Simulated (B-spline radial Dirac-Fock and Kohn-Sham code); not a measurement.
**Zr³⁰⁺: eigenvalues, ΔSCF and the reference**

System: the Zr³⁰⁺ ion, configuration [He] 2s2 2p6.

The density-functional columns are spherical, spin-unpolarised Dirac-Kohn-Sham results without Breit or QED terms: −ε is minus the orbital energy of the initial state and ΔSCF the difference of two total energies. The reference in the last column comes from Dirac-Fock ΔSCF + Breit + QED. All numbers are from a radial atomic solver, in eV; a selection of levels is shown. The Kohn-Sham columns are given as differences from the reference. For the 1s level of heavy atoms much of the gap between ΔSCF and the reference is the Breit and QED part, -46.1 eV here; for other levels the error of the functional can be larger.

```csv
level,LDA −ε − DF,LDA ΔSCF − DF,Dirac-Fock
K,-248.4,+44.7,19655.1
L1,-100.0,-28.0,4079.8
L2,-76.5,+8.2,3871.4
L3,-77.7,+4.6,3782.9
```

For the outermost level NIST gives 3788 ± 2.1 eV (semi-empirical); the differences from it are LDA −ε -82.78, LDA ΔSCF -0.43, Dirac-Fock -5.08 eV.

Values without a named source are computed, but for edge energies of neutral atoms, which are taken from tables.
